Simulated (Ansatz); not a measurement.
Computed with Ansatz on PBE0-D4/def2-TZVP structures; ΔE is electronic, products minus reactants. CCSD(T)/CBS is the MP2 limit (def2-TZVPP, def2-QZVPP) plus CCSD(T) − MP2 in def2-TZVPP, frozen cores. This one scheme is used for every species. Functionals use def2-TZVPP. B3LYP here is the variant with VWN-RPA as its local correlation; programs differ in this. Each species was taken in one conformer, which may not be the lowest.

Consider the cleavage of the B–Al bond: `[BH2][Al]([SiH3])[O][SiH3]` + `BN` → `BNB` + `[SiH3][O][AlH][SiH3]`.

Question: Is it downhill or uphill in electronic energy at CCSD(T)/CBS, and by how much? (Best estimate.)

Answer: Ansatz gave: Downhill: ΔE = -132.2 kJ/mol.

Question: What do these levels give: ωB97X-V, ωB97M-V, B2PLYP, B3LYP, SCS-MP2/def2-TZVPP, CCSD(T)/def2-TZVPP? (An estimate is asked.)

Answer: Computed: ωB97X-V -131.8, ωB97M-V -136.3, B2PLYP -136.6, B3LYP -133.5, SCS-MP2/def2-TZVPP -139.3, CCSD(T)/def2-TZVPP -131.8 kJ/mol.

Largest T1 diagnostic among the species: 0.013.

From PBE to PBE0 (25 % exact exchange), in def2-TZVPP and without D4, ΔE moves by −3.8 kJ/mol.
